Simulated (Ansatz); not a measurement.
`C[CH2][AlH][SiH3]` + `C=CC=S` → `C=C([SiH3])C=S` + `C[CH2][AlH2]`  (formal exchange of groups at the Si–Al bond)

Gas-phase electronic energies from Ansatz, PBE0-D4/def2-TZVP geometries. CCSD(T)/CBS adds triple-zeta CCSD(T) − MP2 to the extrapolated MP2 energy (def2 sets, frozen cores). DFT in def2-TZVPP. One conformer a species, not always the lowest.

CCSD(T)/CBS gives +23.5 kJ/mol.

Another level gave +35.6 kJ/mol. Which?
A. PBE0-D4/def2-TZVPP
B. PBE/def2-TZVPP
C. MP2/def2-TZVPP
D. ωB97X-V/def2-TZVPP

A. PBE0-D4 35.6, MP2/def2-TZVPP 14.4, ωB97X-V 23.4, PBE 41.9 kJ/mol.

Largest T1 diagnostic among the species: 0.016.

From PBE to PBE0 (25 % exact exchange), in def2-TZVPP and without D4, ΔE moves by −3.5 kJ/mol. The D4 term adds −5.9 kJ/mol with B3LYP and −2.8 kJ/mol with PBE0; it sums over pairs of atoms, weighted by their polarisabilities, and B3LYP, whose exchange is more repulsive, gets the larger term.

B3LYP here is the variant with VWN-RPA as its local correlation; programs differ in this.
